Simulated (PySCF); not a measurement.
GaHBr₂, SMILES [Br][GaH][Br]. Geometry: ωB97X-D3(BJ)/def2-SVP. The structure was generated by enumeration; whether it is a known compound was not checked.

The numbers are results of ωB97X-D3(BJ)/def2-SVP (PySCF 2.14.0), not measurements.

Harmonic wavenumbers (cm⁻¹): 95, 299, 354, 440, 616, 2086. Rotational constants (GHz): 6.608, 0.8597, 0.7607; symmetry number 2.

### Question
Work out the zero-point energy and the ideal-gas rigid-rotor harmonic-oscillator thermochemistry at 298.15 K and 1 atm.

### Answer
ZPE = ½ Σ hcν = ½ × 3890 cm⁻¹ = 23.27 kJ/mol. H − E(el) = 38.29 kJ/mol. Entropy in J/(mol K): translation 176.60, rotation 114.31, vibration 30.86, total 321.78. G − E(el) = -57.64 kJ/mol. Cp = 64.99 J/(mol K). Modes under 150 cm⁻¹ make the vibrational entropy uncertain.
